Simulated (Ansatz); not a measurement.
Ansatz (a first-principles code) input (B3LYP-D3(BJ)/def2-TZVP):

Ansatz 0.2 input:
```yaml
crystal:
  periodic: [false, false, false]
  atoms:
    - {symbol: Mg, position_ang: [-0.68723302, -0.39657879, -0.55185533]}
    - {symbol: C, position_ang: [0.82702117, 0.47724577, 0.66410668]}
    - {symbol: H, position_ang: [1.35091169, -0.29807269, 1.22862997]}
    - {symbol: H, position_ang: [0.38288599, 1.18534381, 1.36810077]}
    - {symbol: H, position_ang: [1.55087151, 1.00819971, 0.04089311]}
basis:
  gaussian:
    orbitals: def2-TZVP
hamiltonian:
  xc: b3lyp
  dispersion: d3bj
magnetization: {spin_polarized: true, initial_magnetization: 1}
phonons: {temperatures: {t_min: 298.15, t_max: 298.15, t_step: 100}}
```

Output:

```
Functional definition: B3LYP
integrals: 0.02 GiB planned
600 factors; their error is unknown
mean field: 0.23 GiB planned
mean field evaluation 1: about -6520.7373 eV, gradient 4.4e1 eV
mean field evaluation 2: about -6491.1178 eV, gradient 6.4e1 eV
mean field evaluation 4: about -6530.3803 eV, gradient 1.6e0 eV
mean field evaluation 8: about -6530.4008 eV, gradient 5.0e-2 eV
mean field evaluation 16: about -6530.4116 eV, gradient 1.6e-4 eV
mean field -6530.41162646 eV, -239.9882008005 hartree, gradient 3.7e-5 eV, S^2 0.754383; 0 other end points of the search recorded, 0 dependent functions left out
the calculation of the forces begins
reference -6530.41184991 eV, -239.9882090121 hartree; 11, 10 occupied and 70, 71 virtual orbitals, 600 factors
these checks for a lower state are left out or cut short: stability, starts, cluster_reference, orbital_swaps, neighbouring_geometries, increment
integrals: 0.02 GiB planned
600 factors; their error is unknown
mean field: 0.23 GiB planned
mean field -6530.41157496 eV, -239.9881989078 hartree, gradient 1.7e-6 eV, S^2 0.754358; 0 other end points of the search recorded, 0 dependent functions left out
the calculation of the forces begins
reference -6530.41179840 eV, -239.9882071189 hartree; 11, 10 occupied and 70, 71 virtual orbitals, 600 factors
these checks for a lower state are left out or cut short: stability, starts, cluster_reference, orbital_swaps, neighbouring_geometries, increment
integrals: 0.02 GiB planned
600 factors; their error is unknown
mean field: 0.23 GiB planned
mean field evaluation 32: about -6530.4116 eV, gradient 1.5e-6 eV
mean field -6530.41163672 eV, -239.9882011776 hartree, gradient 1.5e-6 eV, S^2 0.754408; 0 other end points of the search recorded, 0 dependent functions left out
the calculation of the forces begins
reference -6530.41186018 eV, -239.9882093896 hartree; 11, 10 occupied and 70, 71 virtual orbitals, 600 factors
these checks for a lower state are left out or cut short: stability, starts, cluster_reference, orbital_swaps, neighbouring_geometries, increment
integrals: 0.02 GiB planned
600 factors; their error is unknown
mean field: 0.23 GiB planned
mean field -6530.41161347 eV, -239.9882003230 hartree, gradient 2.4e-6 eV, S^2 0.754375; 0 other end points of the search recorded, 0 dependent functions left out
the calculation of the forces begins
reference -6530.41183691 eV, -239.9882085343 hartree; 11, 10 occupied and 70, 71 virtual orbitals, 600 factors
these checks for a lower state are left out or cut short: stability, starts, cluster_reference, orbital_swaps, neighbouring_geometries, increment
integrals: 0.02 GiB planned
600 factors; their error is unknown
mean field: 0.23 GiB planned
mean field -6530.41163317 eV, -239.9882010469 hartree, gradient 2.1e-6 eV, S^2 0.754391; 0 other end points of the search recorded, 0 dependent functions left out
the calculation of the forces begins
reference -6530.41185662 eV, -239.9882092587 hartree; 11, 10 occupied and 70, 71 virtual orbitals, 600 factors
these checks for a lower state are left out or cut short: stability, starts, cluster_reference, orbital_swaps, neighbouring_geometries, increment
integrals: 0.02 GiB planned
600 factors; their error is unknown
mean field: 0.23 GiB planned
mean field -6530.41154306 eV, -239.9881977356 hartree, gradient 3.0e-6 eV, S^2 0.754430; 0 other end points of the search recorded, 0 dependent functions left out
the calculation of the forces begins
reference -6530.41176649 eV, -239.9882059463 hartree; 11, 10 occupied and 70, 71 virtual orbitals, 600 factors
these checks for a lower state are left out or cut short: stability, starts, cluster_reference, orbital_swaps, neighbouring_geometries, increment
integrals: 0.02 GiB planned
600 factors; their error is unknown
mean field: 0.23 GiB planned
mean field -6530.41154525 eV, -239.9881978159 hartree, gradient 2.9e-6 eV, S^2 0.754336; 0 other end points of the search recorded, 0 dependent functions left out
the calculation of the forces begins
reference -6530.41176872 eV, -239.9882060284 hartree; 11, 10 occupied and 70, 71 virtual orbitals, 600 factors
these checks for a lower state are left out or cut short: stability, starts, cluster_reference, orbital_swaps, neighbouring_geometries, increment
integrals: 0.02 GiB planned
600 factors; their error is unknown
mean field: 0.23 GiB planned
mean field evaluation 64: about -6530.4115 eV, gradient 2.3e-6 eV
mean field -6530.41148852 eV, -239.9881957312 hartree, gradient 2.3e-6 eV, S^2 0.754398; 0 other end points of the search recorded, 0 dependent functions left out
the calculation of the forces begins
reference -6530.41171196 eV, -239.9882039424 hartree; 11, 10 occupied and 70, 71 virtual orbitals, 600 factors
these checks for a lower state are left out or cut short: stability, starts, cluster_reference, orbital_swaps, neighbouring_geometries, increment
integrals: 0.02 GiB planned
600 factors; their error is unknown
mean field: 0.23 GiB planned
mean field -6530.41149030 eV, -239.9881957967 hartree, gradient 2.4e-6 eV, S^2 0.754368; 0 other end points of the search recorded, 0 dependent functions left out
the calculation of the forces begins
reference -6530.41171376 eV, -239.9882040086 hartree; 11, 10 occupied and 70, 71 virtual orbitals, 600 factors
these checks for a lower state are left out or cut short: stability, starts, cluster_reference, orbital_swaps, neighbouring_geometries, increment
integrals: 0.02 GiB planned
600 factors; their error is unknown
mean field: 0.23 GiB planned
mean field -6530.41158751 eV, -239.9881993692 hartree, gradient 2.9e-6 eV, S^2 0.754376; 0 other end points of the search recorded, 0 dependent functions left out
the calculation of the forces begins
reference -6530.41181098 eV, -239.9882075813 hartree; 11, 10 occupied and 70, 71 virtual orbitals, 600 factors
these checks for a lower state are left out or cut short: stability, starts, cluster_reference, orbital_swaps, neighbouring_geometries, increment
integrals: 0.02 GiB planned
600 factors; their error is unknown
mean field: 0.23 GiB planned
mean field -6530.41156126 eV, -239.9881984042 hartree, gradient 2.8e-6 eV, S^2 0.754390; 0 other end points of the search recorded, 0 dependent functions left out
the calculation of the forces begins
reference -6530.41178469 eV, -239.9882066152 hartree; 11, 10 occupied and 70, 71 virtual orbitals, 600 factors
these checks for a lower state are left out or cut short: stability, starts, cluster_reference, orbital_swaps, neighbouring_geometries, increment
integrals: 0.02 GiB planned
600 factors; their error is unknown
mean field: 0.23 GiB planned
mean field -6530.41159124 eV, -239.9881995061 hartree, gradient 1.2e-6 eV, S^2 0.754380; 0 other end points of the search recorded, 0 dependent functions left out
the calculation of the forces begins
reference -6530.41181468 eV, -239.9882077173 hartree; 11, 10 occupied and 70, 71 virtual orbitals, 600 factors
these checks for a lower state are left out or cut short: stability, starts, cluster_reference, orbital_swaps, neighbouring_geometries, increment
integrals: 0.02 GiB planned
600 factors; their error is unknown
mean field: 0.23 GiB planned
mean field evaluation 96: about -6530.4116 eV, gradient 1.2e-6 eV
mean field -6530.41159182 eV, -239.9881995274 hartree, gradient 1.2e-6 eV, S^2 0.754386; 0 other end points of the search recorded, 0 dependent functions left out
the calculation of the forces begins
reference -6530.41181528 eV, -239.9882077395 hartree; 11, 10 occupied and 70, 71 virtual orbitals, 600 factors
these checks for a lower state are left out or cut short: stability, starts, cluster_reference, orbital_swaps, neighbouring_geometries, increment
integrals: 0.02 GiB planned
600 factors; their error is unknown
mean field: 0.23 GiB planned
mean field -6530.41160640 eV, -239.9882000633 hartree, gradient 1.8e-6 eV, S^2 0.754377; 0 other end points of the search recorded, 0 dependent functions left out
the calculation of the forces begins
reference -6530.41182984 eV, -239.9882082746 hartree; 11, 10 occupied and 70, 71 virtual orbitals, 600 factors
these checks for a lower state are left out or cut short: stability, starts, cluster_reference, orbital_swaps, neighbouring_geometries, increment
integrals: 0.02 GiB planned
600 factors; their error is unknown
mean field: 0.23 GiB planned
mean field -6530.41159772 eV, -239.9881997441 hartree, gradient 1.3e-6 eV, S^2 0.754389; 0 other end points of the search recorded, 0 dependent functions left out
the calculation of the forces begins
reference -6530.41182117 eV, -239.9882079560 hartree; 11, 10 occupied and 70, 71 virtual orbitals, 600 factors
these checks for a lower state are left out or cut short: stability, starts, cluster_reference, orbital_swaps, neighbouring_geometries, increment
integrals: 0.02 GiB planned
600 factors; their error is unknown
mean field: 0.23 GiB planned
mean field -6530.41158499 eV, -239.9881992766 hartree, gradient 1.6e-6 eV, S^2 0.754380; 0 other end points of the search recorded, 0 dependent functions left out
the calculation of the forces begins
reference -6530.41180847 eV, -239.9882074890 hartree; 11, 10 occupied and 70, 71 virtual orbitals, 600 factors
these checks for a lower state are left out or cut short: stability, starts, cluster_reference, orbital_swaps, neighbouring_geometries, increment
integrals: 0.02 GiB planned
600 factors; their error is unknown
mean field: 0.23 GiB planned
mean field -6530.41156909 eV, -239.9881986921 hartree, gradient 1.5e-6 eV, S^2 0.754386; 0 other end points of the search recorded, 0 dependent functions left out
the calculation of the forces begins
reference -6530.41179252 eV, -239.9882069028 hartree; 11, 10 occupied and 70, 71 virtual orbitals, 600 factors
these checks for a lower state are left out or cut short: stability, starts, cluster_reference, orbital_swaps, neighbouring_geometries, increment
integrals: 0.02 GiB planned
600 factors; their error is unknown
mean field: 0.23 GiB planned
mean field -6530.41158781 eV, -239.9881993801 hartree, gradient 1.9e-6 eV, S^2 0.754379; 0 other end points of the search recorded, 0 dependent functions left out
the calculation of the forces begins
reference -6530.41181129 eV, -239.9882075927 hartree; 11, 10 occupied and 70, 71 virtual orbitals, 600 factors
these checks for a lower state are left out or cut short: stability, starts, cluster_reference, orbital_swaps, neighbouring_geometries, increment
integrals: 0.02 GiB planned
600 factors; their error is unknown
mean field: 0.23 GiB planned
mean field evaluation 128: about -6530.4018 eV, gradient 1.6e-1 eV
mean field -6530.41156888 eV, -239.9881986843 hartree, gradient 1.8e-6 eV, S^2 0.754387; 0 other end points of the search recorded, 0 dependent functions left out
the calculation of the forces begins
reference -6530.41179230 eV, -239.9882068949 hartree; 11, 10 occupied and 70, 71 virtual orbitals, 600 factors
Total energy: -6530.54621428 eV, -239.9931468115 hartree
Atom 0 at    -0.687233    -0.396579    -0.551855 Å, force     0.000108     0.000068     0.000086 eV/Å
Atom 1 at     0.827021     0.477246     0.664107 Å, force    -0.000567    -0.000325    -0.000455 eV/Å
Atom 2 at     1.350912    -0.298073     1.228630 Å, force     0.000277    -0.000334     0.000288 eV/Å
Atom 3 at     0.382886     1.185344     1.368101 Å, force    -0.000174     0.000336     0.000342 eV/Å
Atom 4 at     1.550872     1.008200     0.040893 Å, force     0.000356     0.000255    -0.000260 eV/Å
Dipole moment:    -0.126786    -0.073166    -0.101810 e Å
Vibrations: 480.29 508.33 508.35 1085.29 1441.08 1441.09 3009.15 3093.60 3093.60 cm⁻¹, zero-point energy 0.908853 eV
```

It need not be the lowest isomer of its formula.
